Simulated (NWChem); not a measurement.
A series in which one site is exchanged, each optimised at PBE0/def2-SVP with NWChem, gas phase unless a solvent is named. For some, no frequency run checked for a minimum. def2 effective core potentials on Sn; no spin-orbit coupling.

A: [SiH3][GeH3] (GeSiH$_{6}$; site = Si)
B: [GeH3][CH3] (CH₆Ge; site = C)
C: [GeH3][SnH3] (SnGeH6; site = Sn)
D: [GeH3][GeH3] (Ge2H6; site = Ge)

```csv
quantity,A,B,C,D
"orbital gap (eV), PBE0/def2-SVP",8.96,10.20,[?],8.91
"vertical ionisation energy, ΔSCF, CAM-B3LYP/def2-SVP (eV)",10.52,11.75,[?],10.38
"lowest singlet excitation, CAM-B3LYP/def2-SVPD, TDA (eV)",7.45,8.25,[?],7.30
```

Question: What belongs in the gaps?

Answer: 
- orbital gap (eV), PBE0/def2-SVP, C: 8.00
- vertical ionisation energy, ΔSCF, CAM-B3LYP/def2-SVP (eV), C: 10.00
- lowest singlet excitation, CAM-B3LYP/def2-SVPD, TDA (eV), C: 6.94
